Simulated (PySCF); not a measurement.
**Question.** Write Cartesian coordinates for `P[SiH2]C1=COC1` as optimised with PBE0-D3(BJ)/def2-SVP.

**Answer.** 
```xyz
13
C3H7OPSi angstrom
P      2.534    0.627   -0.570
Si     0.979   -0.855    0.149
C     -0.654   -0.053   -0.141
C     -1.106    1.004   -0.854
O     -2.428    0.954   -0.548
C     -2.105   -0.206    0.266
H      2.533    1.374    0.648
H      3.645   -0.186   -0.187
H      1.156   -2.110   -0.650
H      1.128   -1.225    1.592
H     -0.709    1.773   -1.523
H     -2.351   -0.018    1.323
H     -2.637   -1.096   -0.104
```

Any rigid rotation of these coordinates is as good. Atoms count from 1 in this order. The 4-membered ring C3–C4–O5–C6 has internal angles of 84.3° to 100.3° (sum 360°, against 360° for a flat polygon); it is planar, 0.00 Å rms from its mean plane, widest ring torsion 0°. The 2 C–O bonds span 1.358 Å (C4–O5, drawn single) to 1.454 Å (O5–C6, drawn single), a spread of 0.096 Å. O5 (cyclic ether oxygen) is bent (angle 86.5°). P1 (three-coordinate phosphorus) is pyramidal (angles 94.4°, 94.1° and 94.0°, sum 282.4°, 0.86 Å off the plane of its three neighbours).

Bonds between heavy atoms (Å): P1–Si2 2.266, Si2–C3 1.842, C3=C4 1.353, C4–O5 1.358, O5–C6 1.454, C3–C6 1.515.

Computed with PBE0-D3(BJ)/def2-SVP geometry optimisation, gas phase in PySCF 2.14.0.

Point group: C1 (no symmetry element, even within 0.4 Å). Stationary, but not proved a minimum. The numbers are those of one conformer (H–P1–Si2–C3 83° and 178°, P1–Si2–C3–C4 15°).
